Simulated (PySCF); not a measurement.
## How methods differ on the interval between two levels of Fe

Fe [Ar] 3d6 4s2 [5D4, M_J = 4] → Fe [Ar] 3d6 4s1 4p1 [7F6, M_J = 6], as a difference of total energies. Computed with PySCF 2.14 in x2c-TZVPall-2c (6s7p4d1f, 54 functions), with the two-component X2C-1e Hamiltonian. Correlated levels: [Ne] frozen; the 6 highest virtual spinors dropped. "Screened" scales the spin-orbit matrix elements by Boettger's factors to mimic the two-electron term; Breit and QED terms are absent.

| method | interval between two levels (cm⁻¹) | error (cm⁻¹) |
| --- | --- | --- |
| GHF (spin-free) | 14923 | -7727 |
| GMP2 (spin-free) | 21266 | -1385 |
| GHF (screened spin-orbit) | 15064 | -7586 |
| GMP2 (screened spin-orbit) | 21425 | -1226 |

Reference: 22650 cm⁻¹ (measured; NIST Handbook of Basic Atomic Spectroscopic Data (Sansonetti and Martin, J. Phys. Chem. Ref. Data 34, 1559 (2005))).

Errors of the correlated levels include the incompleteness of this basis and the frozen core.

The labels give the starting determinants; with spin-orbit coupling the two ends relaxed to ⟨J²⟩ = 20.02, ⟨L²⟩ = 6.01, ⟨S²⟩ = 6.01 and ⟨J²⟩ = 42.01, ⟨L²⟩ = 12.02, ⟨S²⟩ = 12.00.
